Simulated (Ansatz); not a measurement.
(LiSH)2 ring (Li2H2S2). Total charge 0; singlet. Geometry PBE-D4/def2-TZVP; atoms count from 1.

```csv
atom,x (Å),y (Å),z (Å)
Li1,-0.992,0.568,-0.728
S2,-0.650,-1.728,-0.705
Li3,0.366,-0.691,1.106
S4,-0.151,1.571,1.190
H5,0.425,-1.765,-1.527
H6,1.002,2.046,0.662
```

Q: Estimate the Mulliken populations from the PBE0/def2-TZVP orbitals of Ansatz.

A: 
| atom | charge (e) |
| --- | --- |
| Li1 | 0.66 |
| S2 | -0.82 |
| Li3 | 0.66 |
| S4 | -0.82 |
| H5 | 0.16 |
| H6 | 0.16 |
Mulliken values depend strongly on the basis.

Q: And the Mayer bond orders between heavy atoms (over 0.3)?

A: Li1–S2 0.31 (2.32 Å); Li1–S4 0.31 (2.32 Å); S2–Li3 0.31 (2.32 Å); Li3–S4 0.31 (2.32 Å).
